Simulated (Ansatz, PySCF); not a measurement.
Here is a job for PySCF.
```python
from pyscf import gto, scf, cc

mol = gto.Mole()
mol.atom = '''
    F    -0.861346   -0.632540   -1.028742
    C    -0.350356   -0.007744    0.018897
    F    -0.844074    1.218756    0.050069
    F    -0.745765   -0.640392    1.110886
    Cl    1.421341    0.031415   -0.076664
'''
mol.basis = 'sto-3g'
mol.charge = 0
mol.spin = 0
mol.verbose = 4
mol.build()

mf = scf.RHF(mol)
mf.kernel()

mycc = cc.CCSD(mf, frozen=9)
mycc.kernel()
et = mycc.ccsd_t()
print('E(CCSD(T)) = %.10f' % (mycc.e_tot + et))
```

### Question
Convert this to an input for Ansatz (a program for electronic structure).

### Answer
Several could match; the one computed here: 
Ansatz 0.2 input:
```yaml
crystal:
  periodic: [false, false, false]
  atoms:
    - {symbol: F, position_ang: [-0.86134566, -0.63254016, -1.02874238]}
    - {symbol: C, position_ang: [-0.35035604, -0.00774362, 0.01889747]}
    - {symbol: F, position_ang: [-0.84407447, 1.21875581, 0.05006863]}
    - {symbol: F, position_ang: [-0.74576507, -0.64039210, 1.11088556]}
    - {symbol: Cl, position_ang: [1.42134135, 0.03141469, -0.07666418]}
basis:
  gaussian:
    orbitals: STO-3G
magnetization: {spin_polarized: false}
correlation: {method: ccsd_t, electrons: outside_noble_gas}
accuracy: high
```

Both were run: PySCF gave -786.236444 Eh and Ansatz -786.236445 Eh, 0.000 mEh apart.
